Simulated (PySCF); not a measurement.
# Shapes and spin states of HPtN

Computed with PBE0 in PySCF with Pt def2-TZVP with ECP60, N def2-TZVP, H def2-TZVP; scalar-relativistic core potentials, no spin–orbit coupling; density-fitted integrals.

Relaxations began from a few typed shapes and spin states; open shells are unrestricted. The search is not exhaustive: other isomers or separated fragments can lie lower, and high-lying points may rest on an excited occupation.

**Question.** Which is the lowest minimum found?
A. triplet C∞v: Pt–H 1.738 Å, Pt–N 1.705 Å; H–Pt–N 180.0°
B. singlet (closed shell, unstable to spin polarisation) C∞v: Pt–H 1.713 Å, Pt–N 1.685 Å; H–Pt–N 180.0°
C. quintet Cs: Pt–H 1.594 Å, Pt–N 1.935 Å; H–Pt–N 142.9°
D. broken-symmetry Ms = 0 (⟨S²⟩ 0.91) Cs: Pt–H 1.552 Å, Pt–N 1.725 Å; H–Pt–N 106.6°
E. singlet (closed shell, unstable to spin polarisation) Cs: Pt–H 1.578 Å, Pt–N 1.677 Å; H–Pt–N 120.0°
F. triplet Cs: Pt–H 1.542 Å, Pt–N 1.758 Å; H–Pt–N 100.1°

**Answer.** F. The others lie at 27.7 (broken-symmetry Ms = 0 Cs), 61.0 (singlet Cs), 159.1 (singlet C∞v, a saddle point), 159.3 (triplet C∞v, a saddle point), 183.8 (quintet Cs) kJ/mol above it.

For the lowest minimum: with open d or f shells other occupations or spin states may lie lower. With an element this heavy the missing spin–orbit coupling can shift these numbers.

The electron or spin density has lower symmetry than the nuclear frame for the broken-symmetry Ms = 0 (⟨S²⟩ 0.91) Cs at 27.7 kJ/mol, triplet C∞v at 159.3 kJ/mol.
